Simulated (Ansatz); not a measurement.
Frontier orbitals of `[SiH3]P([SiH3])[SiH3]`.

```xyz
13

Si   -0.7281    1.7428   -0.3962
P     1.0346    0.3605   -0.5523
Si    1.0394   -0.2647    1.6045
Si   -0.1179   -1.4109   -1.3113
H    -1.1496    2.1196   -1.7705
H    -1.8840    1.1291    0.3127
H    -0.3026    2.9617    0.3396
H    -0.3061   -0.6753    2.0907
H     1.9775   -1.4069    1.7582
H     1.5195    0.8798    2.4217
H     0.7692   -2.6020   -1.2621
H    -1.3440   -1.6880   -0.5143
H    -0.5079   -1.1457   -2.7206
```

The species carries charge 0 and has multiplicity 1. The structure was optimised at the PBE0-D4/def2-TZVP level. Basis def2-TZVPP, Ansatz.

Orbital energies of one run (eV). Highest occupied ones, from the top: -9.49, -10.62, -10.62, -12.01, -12.13, -12.13, -12.80, -12.80, -13.13, -16.36, -17.86, -17.86, -21.14, -102.47. Empty: 1.42, 1.66, 1.66, 1.83, 1.83, 2.54.

Which functional gave them?
A. ωB97M-V
B. r2SCAN0
C. PBE
D. CAM-B3LYP

A. HOMO energies: ωB97M-V -9.49, PBE -6.42, r2SCAN0 -7.62, CAM-B3LYP -8.66 eV.
